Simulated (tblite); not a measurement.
Compound: C6H5BrOS2.
Bonds: C1–S2, S2–C3, C3–C4 (aromatic), C4–C5 (aromatic), C5–S6 (aromatic), S6–C7 (aromatic), C7–C8, C8–O9 (double), C8–Br10, C3–C7 (aromatic). Hydrogens: H11, H12, H13 on C1; H14 on C4; H15 on C5.

Computed with GFN2-xTB (tblite), gas phase: L-BFGS steps from a force-field or distance-geometry start until the largest atomic force falls under 0.01 eV/Å.

Step 1: E = -816.3556 eV
```
atom  x, y, z in Å  |  force x, y, z in eV/Å
C1     -2.6314   -0.6732    0.5629   -0.512   0.179  -0.004
S2     -0.9152   -1.2965    0.3711   -0.121  -0.663   0.108
C3      0.2202   -0.0102    0.0876   -0.063   0.016  -0.063
C4     -0.1309    1.3614   -0.0114    1.072  -0.509  -0.007
C5      0.9121    2.2177   -0.2382   -0.285  -1.616   0.133
S6      2.3472    1.2762   -0.3596    1.169   0.441  -0.188
C7      1.5986   -0.2789   -0.0911   -1.025   1.309   0.059
C8      2.1931   -1.5848   -0.0368    1.251   4.033  -0.632
O9      1.6076   -2.5544    0.1449   -2.070  -3.940   0.713
Br10    4.1337   -1.6580   -0.3121    0.235   0.210  -0.049
H11    -2.9357   -0.0177   -0.2527    0.251  -0.030   0.019
H12    -3.2983   -1.5530    0.5373    0.633   0.212  -0.057
H13    -2.8113   -0.1777    1.5200    0.368  -0.011  -0.134
H14    -1.1146    1.6775    0.1033   -1.328   0.426   0.154
H15     0.8204    3.2796   -0.3369    0.424  -0.057  -0.052
```

Step 2: E = -816.5186 eV
```
atom  x, y, z in Å  |  force x, y, z in eV/Å
C1     -2.6426   -0.6694    0.5628    0.091   0.093  -0.009
S2     -0.9135   -1.3053    0.3721   -0.201  -0.532   0.105
C3      0.2096   -0.0175    0.0889    0.064   0.148  -0.077
C4     -0.1263    1.3601   -0.0105   -0.155  -0.674   0.164
C5      0.9045    2.2028   -0.2366    0.600  -0.765  -0.065
S6      2.3784    1.2897   -0.3652    0.134   0.065  -0.001
C7      1.5875   -0.2740   -0.0893   -0.638   1.558  -0.037
C8      2.1993   -1.5422   -0.0427   -1.341  -2.030   0.368
O9      1.5892   -2.5918    0.1516    1.041   1.829  -0.324
Br10    4.1362   -1.6550   -0.3126   -0.132   0.262  -0.003
H11    -2.9315   -0.0191   -0.2513    0.150   0.114  -0.145
H12    -3.2879   -1.5488    0.5365    0.342  -0.035  -0.055
H13    -2.8056   -0.1784    1.5172    0.287   0.081   0.024
H14    -1.1290    1.6818    0.1049   -0.601   0.226   0.069
H15     0.8272    3.2752   -0.3373    0.360  -0.340  -0.014
```

**Question.** Estimate the geometry and energy of step 3. (The exact step hangs on the optimiser's Hessian estimate; all steps are aligned on step 2, rigid shifts and turns removed.)

**Answer.** E = -816.6125 eV, largest force 0.902 eV/Å
```
atom  x, y, z in Å  |  force x, y, z in eV/Å
C1     -2.6432   -0.6678    0.5627    0.201   0.078  -0.035
S2     -0.9161   -1.3134    0.3736   -0.155  -0.369   0.077
C3      0.2101   -0.0158    0.0878   -0.261  -0.111   0.014
C4     -0.1248    1.3509   -0.0086   -0.738  -0.103   0.173
C5      0.9103    2.1892   -0.2369    0.429  -0.213  -0.085
S6      2.3837    1.2919   -0.3658    0.108  -0.004   0.006
C7      1.5771   -0.2525   -0.0896    0.127   0.394  -0.036
C8      2.1880   -1.5526   -0.0405   -0.875  -0.186   0.119
O9      1.5945   -2.5834    0.1501    0.345   0.676  -0.111
Br10    4.1355   -1.6514   -0.3128   -0.136   0.272  -0.004
H11    -2.9290   -0.0179   -0.2529    0.149   0.108  -0.137
H12    -3.2820   -1.5486    0.5357    0.255  -0.077  -0.050
H13    -2.8012   -0.1775    1.5170    0.265   0.095   0.045
H14    -1.1399    1.6856    0.1062   -0.070   0.061   0.011
H15     0.8326    3.2712   -0.3376    0.357  -0.619   0.014
```

The energy changes by -0.0938 eV. The first-order estimate −F·Δx gives -0.1410 eV and the mean of the old and new forces, exact on a quadratic surface, -0.0936 eV. The step makes an angle of 29° with the force vector and moves no atom by more than 0.024 Å.
